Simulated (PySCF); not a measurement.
Level of theory: TPSSh-D3(BJ)/def2-TZVP // r2SCAN-D4/def2-SVP (PySCF 2.14.0). All species are isolated molecules in the gas phase. One relaxed conformer stands for a flexible species; it need not be the lowest. 

Reference species: [Ti(Cl)4] (neutral, multiplicity 1).

```yaml
charge on the central atom (meta-Löwdin): 1.11 e
coordination_number: 4
HOMO–LUMO gap: 4.65 eV
```

Changed species: [Ti(NH2)4] (4 of 4 Cl replaced by NH2; the reference has 0 of 4 Cl replaced by NH2).

Question: Predict the effect on the charge on the central atom (meta-Löwdin), coordination number and HOMO–LUMO gap.

Answer: the charge on the central atom (meta-Löwdin) goes up by 0.11 e, to 1.22 e; the coordination number hardly moves; the HOMO–LUMO gap increases by 0.18 eV, to 4.83 eV.
